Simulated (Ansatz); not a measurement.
Compare A (`C#C[SiH2]CO`) with its isomer B (`C=C1OC1[SiH3]`).

Gas-phase electronic energies from Ansatz, PBE0-D4/def2-TZVP geometries. CBS: MP2 limit from def2 TZ/QZ plus the TZ coupled-cluster correction, frozen cores. DFT in def2-TZVPP. B3LYP here is the variant with VWN-RPA as its local correlation; programs differ in this. One conformer a species, not always the lowest.

Which is lower in electronic energy at CCSD(T)/CBS, and by how much? (An estimate is asked.)

The calculation gave: A, by 65.6 kJ/mol.

Give E(B) − E(A) in kJ/mol with B3LYP-D4, B2PLYP, MP2/def2-TZVPP, CCSD/def2-TZVPP, r2SCAN-D4, HF/def2-TZVPP, LDA (SPW92). (An estimate is asked.)

Ansatz gave: B3LYP-D4 48.5, B2PLYP 57.6, MP2/def2-TZVPP 65.6, CCSD/def2-TZVPP 63.3, r2SCAN-D4 34.1, HF/def2-TZVPP 72.4, LDA (SPW92) 11.3. None reverses the order clearly.

Does the order hold for the free energy at 298.15 K (harmonic terms from PBE0-D4)? (Best estimate.)

Ansatz gave: Yes: G(B) − G(A) = +63.6 kJ/mol, for one conformer each.

Largest T1 diagnostic: 0.014.

From PBE to PBE0 (25 % exact exchange), in def2-TZVPP and without D4, E(B) − E(A) moves by +6.8 kJ/mol. In def2-TZVPP, CCSD(T) changes the Hartree–Fock value by −12.1 kJ/mol (the triples alone add −3.0 kJ/mol) and MP2 by −6.8 kJ/mol.
